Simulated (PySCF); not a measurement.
## Electron correlation in Te²⁺ (tellurium, charge +2)

[Kr] 4d10 5s2 5p2, high-spin 3P determinant. Computed with PySCF 2.14 in aug-cc-pVDZ-PP with ECP28MDF (5s4p3d, 32 functions), with a scalar-relativistic core potential. Frozen: 4s2 4p6 4d10; 4 electrons correlated.

MP2 pair energies summed by pair of shells (mhartree):

```csv
pair,energy,share (%)
5s-5p,-22.43,61.0
5s-5s,-10.69,29.1
5p-5p,-3.64,9.9
```

Total MP2 correlation energy: -36.76 mhartree.

Same-spin part -5.93 and opposite-spin part -30.84 mhartree; SCS-MP2 scales them by 1/3 and 6/5 to -38.98 mhartree.

```
  level  correlation energy (mhartree)
   CCSD                         -50.85
    (T)                          -0.50
CCSD(T)                         -51.35
```

Diagnostics: T1 = 0.0062, D1 = 0.0169, largest double amplitude 0.094.

Is a single reference adequate?

Mostly. T1 lies below 0.03, but a double amplitude of this size points to a near-degeneracy that CCSD handles and MP2 describes poorly.
